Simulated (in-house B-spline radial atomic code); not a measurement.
# Sc8+: [Ne] 3s2 3p1

Computed with a B-spline radial code for spherical atoms: non-relativistic wB97X, spin-polarised, spherical fractional occupations, exact exchange averaged over the configuration, point nucleus.

Z_r = [3n² - l(l+1)]/(2<r>); Z_e = n√(-2ε); the last column is Slater's effective charge. Values are occupation-weighted means over spin.

```csv
shell,electrons,ε (eV),<r> (bohr),Z_r,Z_e,Slater
1s,2,-4572.8,0.07355,20.40,18.33,20.70
2s,2,-646.53,0.3429,17.50,13.79,16.85
2p,6,-563.92,0.3053,16.38,12.88,16.85
3s,2,-195.82,0.95,14.21,11.38,11.50
3p,1,-174.51,0.9622,12.99,10.74,11.50
```

The least bound orbital is 3p up at -174.5 eV, and it is also the most diffuse (<r> = 0.9622 bohr).
